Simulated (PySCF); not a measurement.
He (helium, neutral): TPSS calculation

Configuration: 1s2, closed-shell 1S. Computed with PySCF 2.14 in cc-pVDZ-DK (2s1p, 5 functions), with scalar relativity by spin-free X2C-1e.

- Total energy: -2.9026 hartree
- One-electron energy: -3.8849 hartree
- Hartree (Coulomb) energy: 2.0593 hartree
- Exchange-correlation energy: -1.0771 hartree
- ⟨S²⟩: 0.0000
- ⟨L²⟩: 0.000
- Sum of ⟨r⟩: 1.842 bohr
- Sum of ⟨r²⟩: 2.314 bohr²
- Langevin diamagnetic susceptibility: -1.83 ×10⁻⁶ cm³/mol
- Time after the integrals: 0.04 s of wall time on 1 thread of AMD EPYC 7B13 (shared host)

```tsv
shell	electrons	mean orbital energy (hartree)	rms radius, mean of both spins (bohr)
1s	2	-0.58931	1.08
```
